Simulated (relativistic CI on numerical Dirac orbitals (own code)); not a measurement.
**Line list: Electric-dipole lines, Au42+**

Computed by Dirac-Coulomb-Breit CI, orbitals from a KLI potential per configuration, QED by a radiative potential, unscaled Slater integrals (own radial code, finite nucleus).

CI space (outside the closed core [Ar] 3d10): 4s2 4p6 4d, 4s2 4p6 4f, 4s2 4p5 4d2, 4s 4p6 4d2, 4s2 4p5 4d 4f, 4s 4p6 4d 4f, 4s2 4p6 5s, 4s2 4p6 5p, 4s2 4p6 5d, 4p6 4d2 4f, 4s2 4p5 4d 5s, 4s2 4p6 5f, 4s2 4p5 4d 5p, 4s 4p6 4f 5s, 4s2 4p6 5g, 4s 4p6 4d 5s, 4s2 4p5 4d 5d, 4p6 4d3, 4p5 4d4, 4p5 4d3 4f, 4p6 4d 4f2, 4p6 4f3, 4p5 4d2 4f2, 4p5 4d 4f3, 4p6 4f2 5s, 4s 4p6 4f2, 4s 4p5 4f3, 4s 4p6 4f 5p, 4s 4p5 4f2 5p, 4p6 4f2 5p. Double excitations out of closed p, d and f shells are left out; levels of such configurations are missing from the list, as are those of other unlisted configurations, and high levels can miss mixing partners. These lack a partner that the ground configuration has and come out too high: 4s2 4p5 4d 5s, 4s2 4p5 4d 5p, 4s2 4p5 4d 5d, 4s2 4p6 5d, 4s2 4p6 5f.

```csv
λ vac (Å),Lower,Upper,A (s⁻¹),log gf,S velocity/length
12.250,4s2 4p6 4d 2D_3/2 [1],4s2 4p5 4d 5d 2D°_3/2 [359],9.38e+12,-0.07,0.98
12.252,4s2 4p6 4d 2D_5/2 [2],4s2 4p5 4d 5d 2P°_3/2 [391],1.17e+13,0.02,0.97
12.257,4s2 4p6 4d 2D_3/2 [1],4s2 4p5 4d 5d 2F°_5/2 [357],9.01e+12,0.09,0.97
12.259,4s2 4p6 4d 2D_5/2 [2],4s2 4p5 4d 5d 2F°_7/2 [389],7.82e+12,0.15,0.97
12.308,4s2 4p6 4d 2D_5/2 [2],4s2 4p5 4d 5d 2D°_5/2 [385],6.49e+12,-0.05,0.97
13.392,4s2 4p6 4d 2D_3/2 [1],4s2 4p6 5f 2F°_5/2 [282],9.12e+12,0.17,0.93
13.742,4s2 4p6 4d 2D_5/2 [2],4s2 4p6 5f 2F°_7/2 [288],1.24e+13,0.45,0.94
15.327,4s2 4p6 4d 2D_5/2 [2],4s2 4p5 4d 5s 2D°_5/2 [235],4.04e+12,-0.07,0.95
15.406,4s2 4p6 4d 2D_3/2 [1],4s2 4p5 4d 5s 2F°_5/2 [226],3.96e+12,-0.07,0.95
15.489,4s2 4p6 4d 2D_5/2 [2],4s2 4p5 4d 5s 2F°_7/2 [230],3.97e+12,0.06,0.95
16.676,4s2 4p6 4f 2F°_5/2 [30],4s2 4p6 5g 2G_7/2 [340],1.22e+13,0.61,0.90
16.769,4s2 4p6 4f 2F°_7/2 [33],4s2 4p6 5g 2G_9/2 [341],1.37e+13,0.76,0.90
36.875,4s2 4p6 4d 2D_3/2 [1],4s2 4p5 4d2 2D°_3/2 [41],4.80e+12,0.59,0.75
37.279,4s2 4p6 4d 2D_5/2 [2],4s2 4p5 4d2 2F°_7/2 [45],1.63e+12,0.43,0.78
37.452,4s2 4p6 4d 2D_5/2 [2],4s2 4p5 4d2 2P°_3/2 [44],3.33e+12,0.45,0.83
37.753,4s2 4p6 4d 2D_5/2 [2],4s2 4p5 4d2 2D°_5/2 [43],4.05e+12,0.72,0.74
37.772,4s2 4p6 4d 2D_3/2 [1],4s2 4p5 4d2 2P°_1/2 [35],2.68e+12,0.06,0.85
37.862,4s2 4p6 4d 2D_5/2 [2],4s2 4p5 4d2 2F°_7/2 [42],1.94e+12,0.52,0.77
40.175,4s2 4p6 4d 2D_3/2 [1],4s2 4p5 4d2 2F°_5/2 [34],1.44e+12,0.32,0.78
45.034,4s2 4p5 4d2 4D°_3/2 [3],4s 4p6 4d2 4F_3/2 [95],1.24e+12,0.18,0.78
45.127,4s2 4p5 4d2 4D°_1/2 [4],4s 4p6 4d2 4F_3/2 [95],1.10e+12,0.13,0.75
45.496,4s2 4p5 4d2 4F°_5/2 [5],4s 4p6 4d2 2F_5/2 [97],8.21e+11,0.18,0.78
45.800,4s2 4p5 4d2 2G°_7/2 [6],4s 4p6 4d2 2F_5/2 [97],1.05e+12,0.30,0.91
45.951,4s2 4p5 4d2 2P°_3/2 [7],4s 4p6 4d2 4P_1/2 [108],2.10e+12,0.12,0.84
46.254,4s2 4p5 4d2 4G°_9/2 [9],4s 4p6 4d2 4F_7/2 [120],6.75e+11,0.24,0.95
48.901,4s2 4p6 4d 2D_3/2 [1],4s2 4p6 4f 2F°_5/2 [30],1.70e+12,0.56,0.82
49.892,4s2 4p5 4d2 4F°_5/2 [5],4s2 4p5 4d 4f 4G_7/2 [69],7.78e+11,0.37,0.89
50.299,4s2 4p5 4d2 2G°_7/2 [6],4s2 4p5 4d 4f 2H_9/2 [68],6.97e+11,0.42,0.96
50.831,4s2 4p5 4d2 4G°_9/2 [9],4s2 4p5 4d 4f 4H_11/2 [91],5.42e+11,0.40,0.95
51.005,4s2 4p5 4d2 2G°_7/2 [14],4s2 4p5 4d 4f 2G_9/2 [98],6.62e+11,0.41,0.90
51.103,4s2 4p5 4d2 2H°_11/2 [13],4s2 4p5 4d 4f 4H_13/2 [94],8.12e+11,0.65,0.95
51.124,4s2 4p5 4d2 4D°_3/2 [3],4s2 4p5 4d 4f 4F_5/2 [59],5.31e+11,0.10,0.95
51.126,4s2 4p5 4d2 2G°_9/2 [19],4s2 4p5 4d 4f 4G_11/2 [107],7.13e+11,0.53,0.88
52.139,4s2 4p5 4d2 2F°_7/2 [45],4s2 4p5 4d 4f 2G_9/2 [177],1.47e+12,0.78,0.82
52.518,4s2 4p5 4d2 2G°_9/2 [25],4s2 4p5 4d 4f 2H_11/2 [121],8.08e+11,0.60,0.85
53.018,4s2 4p5 4d2 4G°_11/2 [22],4s2 4p5 4d 4f 2I_13/2 [113],9.10e+11,0.73,0.93
53.464,4s2 4p6 4d 2D_3/2 [1],4s2 4p5 4d2 2P°_1/2 [26],8.69e+11,-0.13,0.79
53.540,4s2 4p6 4d 2D_5/2 [2],4s2 4p6 4f 2F°_7/2 [33],8.98e+11,0.49,0.84
53.586,4s2 4p6 4d 2D_5/2 [2],4s2 4p5 4d2 2D°_5/2 [32],1.18e+12,0.48,0.68
53.754,4s2 4p5 4d2 2F°_7/2 [42],4s2 4p5 4d 4f 4F_9/2 [169],1.08e+12,0.67,0.84
53.831,4s2 4p6 4f 2F°_5/2 [30],4s2 4p5 4d 4f 2G_7/2 [134],1.03e+12,0.55,0.82
54.033,4s2 4p6 4d 2D_5/2 [2],4s2 4p5 4d2 2P°_3/2 [31],9.86e+11,0.24,0.78
55.273,4s2 4p6 4d 2D_3/2 [1],4s2 4p5 4d2 2D°_3/2 [21],8.11e+11,0.17,0.66
56.260,4s2 4p5 4d2 4G°_9/2 [9],4s2 4p5 4d 4f 2H_11/2 [63],2.53e+11,0.16,1.00
57.064,4s2 4p6 4d 2D_3/2 [1],4s2 4p5 4d2 2F°_5/2 [20],2.62e+11,-0.11,0.48
```

Terms are leading LS components. Brackets give the number of a level in order of energy, since labels repeat. The list gives strong lines, with weight on those to low levels, among the lowest 400 of 8280 levels, so that lines to higher ones, which can be the strongest, are missing. Levels whose partners in the same complex of configurations lie outside the list can be far off, and so can their lines. Rates are taken at the computed energies, electric ones in the length gauge. A velocity-to-length ratio far from 1 marks an uncertain rate.

At this charge energies of transitions that change n are usually good to better than 1 %, and those within a shell (Δn = 0) to a few per cent.

LS names give the leading component of a level, which can be under half, so a name can repeat, a term be missing and a line seem to break the LS rules.
